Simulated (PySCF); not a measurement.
Assigning NMR signals

Geometry:
| atom | x (Å) | y (Å) | z (Å) |
| --- | --- | --- | --- |
| C1 | -2.736 | 0.688 | -0.166 |
| O2 | -1.394 | 0.305 | -0.186 |
| Si3 | -0.615 | -0.749 | 0.770 |
| O4 | 0.902 | -0.820 | 0.212 |
| C5 | 1.750 | 0.226 | -0.142 |
| C6 | 2.958 | -0.302 | -0.868 |
| O7 | 3.877 | 0.363 | -1.251 |
| H8 | -3.006 | 1.112 | 0.803 |
| H9 | -2.884 | 1.438 | -0.943 |
| H10 | -3.384 | -0.169 | -0.362 |
| H11 | -0.675 | -0.277 | 2.156 |
| H12 | -1.031 | -2.131 | 0.599 |
| H13 | 1.234 | 0.943 | -0.795 |
| H14 | 2.082 | 0.777 | 0.748 |
| H15 | 2.915 | -1.397 | -1.020 |

[PySCF 2.14.0 with density-fitted response routines: GFN2-xTB geometry; PBE0/pcSseg-1 with gauge-including orbitals; isolated molecule; one conformer; rapidly exchanging positions averaged; relativity neglected]

References, each an isolated molecule treated in the same way: TMS for 13C (σref 186.93) and 1H (σref 31.72).

Problem. Assign these signals to the numbered atoms. 13C{1H} NMR (computed): δ 213.1 (CH), 70.6 (CH2), 51.2 (CH3).

Solution. 
| δ (ppm) | atoms | environment | reason |
| --- | --- | --- | --- |
| 213.1 | C6 | aldehyde carbonyl carbon | low-lying n→π* states of the double bond to the heteroatom give a large paramagnetic term (-276 ppm) |
| 70.6 | C5 | sp3 CH2 bonded to O, α to a carbonyl | deshielded by the electronegative neighbour |
| 51.2 | C1 | methyl carbon bonded to O | deshielded by the electronegative neighbour |

Problem. Assign these signals to the numbered atoms. 1H NMR (500 MHz, computed): δ 10.27 (t, 1H), 4.90 (s, 2H), 4.36 (d, 2H), 3.88 (s, 3H).

Solution. 
```tsv
δ (ppm)	atoms	environment	reason
10.27	H15	hydrogen on an aldehyde carbonyl carbon	the formyl region, downfield of aromatic protons
4.90	H11/H12	hydrogen on a silicon bonded to 2 O	–
4.36	H13/H14	hydrogen on an sp3 CH2 bonded to O, α to a carbonyl	its carbon carries O, hence the downfield position
3.88	H8/H9/H10	hydrogen on a methyl carbon bonded to O	its carbon carries O, hence the downfield position
```

Shifts are as computed. Against solution values, carbons near 30 ppm lie about +3 ppm off and those near 130 ppm about +5 ppm. Of 1211 compounds with measured shifts, 218 miss one by over three times the rms of a fit or turn the order of signals round; such compounds aren't used in these exercises. No couplings were computed; multiplicities are counted from neighbouring protons, with m where these are inequivalent, close in shift, in a saturated or five-membered ring or joined by F or P, and br s for small geminal =CH2 splittings.
